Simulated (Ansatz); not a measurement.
One change: `C[SiH2]C[AsH2]` becomes `C=NC[SiH2]C`.

Ansatz, PBE0-D4/def2-TZVP geometries, multiplicity 1. Each molecule was computed in one conformer, which needn't be the lowest.

Scalar relativity is left out up to krypton.

```
                                        property  `C[SiH2]C[AsH2]`
              HOMO energy (PBE0/def2-TZVPP) / eV             -7.26
           HOMO energy (ωB97M-V/def2-TZVPP) / eV             -9.44
           HOMO–LUMO gap (B3LYP/def2-TZVPP) / eV              7.10
             HOMO energy (B3LYP/def2-TZVPP) / eV             -7.08
size of the dipole moment (B3LYP/def2-TZVPP) / D              0.59
             HOMO–LUMO gap (PBE/def2-TZVPP) / eV              5.62
```

Q: Give the same properties after the change, and the shifts. (Estimate.)

A: Ansatz gave: 
```csv
property,`C=NC[SiH2]C`,shift
HOMO energy (PBE0/def2-TZVPP) / eV,-7.38,-0.12
HOMO energy (ωB97M-V/def2-TZVPP) / eV,-9.78,-0.34
HOMO–LUMO gap (B3LYP/def2-TZVPP) / eV,6.50,-0.60
HOMO energy (B3LYP/def2-TZVPP) / eV,-7.17,-0.09
size of the dipole moment (B3LYP/def2-TZVPP) / D,0.68,0.09
HOMO–LUMO gap (PBE/def2-TZVPP) / eV,4.41,-1.21
```

With PBE0 the HOMO falls by 0.12 eV and the LUMO falls by 0.67 eV, so the gap narrows by about 0.55 eV. PBE moves the HOMO by 0.26 eV and ωB97M-V by -0.34 eV. Dipoles are sizes alone; their direction can turn.

B3LYP here is the variant with VWN-RPA as its local correlation; programs differ in this.
